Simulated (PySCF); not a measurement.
Compound: W(NMe)2F2, C2H6F2N2W (singlet state).
Cartesian coordinates in Å at the PBE0-D3(BJ)/def2-SVP level; atoms count from 1:
```xyz
13
C2H6F2N2W angstrom
W     -1.231    0.014   -0.894
N     -1.232   -0.021    0.848
C     -0.730   -0.046    2.176
H     -0.268    0.919    2.445
H     -1.546   -0.238    2.892
H      0.029   -0.836    2.308
N      0.426    0.023   -1.429
C      1.843    0.020   -1.363
H      2.275   -0.167   -2.362
H      2.227    0.992   -1.008
H      2.216   -0.765   -0.683
F     -1.988    1.659   -1.422
F     -1.991   -1.606   -1.487
```

Level of theory: PySCF, PBE0-D3(BJ)/def2-SVP geometry optimisation, gas phase, def2 core potentials past Kr.

Which atoms are bound to W1, and at what distances?

4 atoms: N7 1.741 Å, N2 1.742 Å, F13 1.886 Å, F12 1.886 Å. The nearest atom not counted as bound is C8, at 3.11 Å (others tie with it).

List the angles at W1.

```csv
angle,degrees,distance of the outer atoms (Å)
F12–W1–F13,119.9,3.26
N2–W1–N7,107.9,2.82
N2–W1–F12,107.3,2.92
N2–W1–F13,107.3,2.92
N7–W1–F12,107.0,2.92
N7–W1–F13,106.9,2.91
```

What is the shape at W1?

Distorted tetrahedral: angles from 106.9° to 119.9°; τ4 = (360° − α − β)/141° = 0.94 with α and β the two widest (0 for a square, 1 for a tetrahedron).

What are the other bond lengths?

N2–C3, N7–C8 1.419 Å; C3–H4 and 5 like bonds 1.103 Å.

Give some angles away from the centre.

W1–N2–C3 159.3°.

Point group: Cs (every atom within 0.08 Å of its image). Charge 0, singlet. Whether it is a minimum is left open (no frequencies).
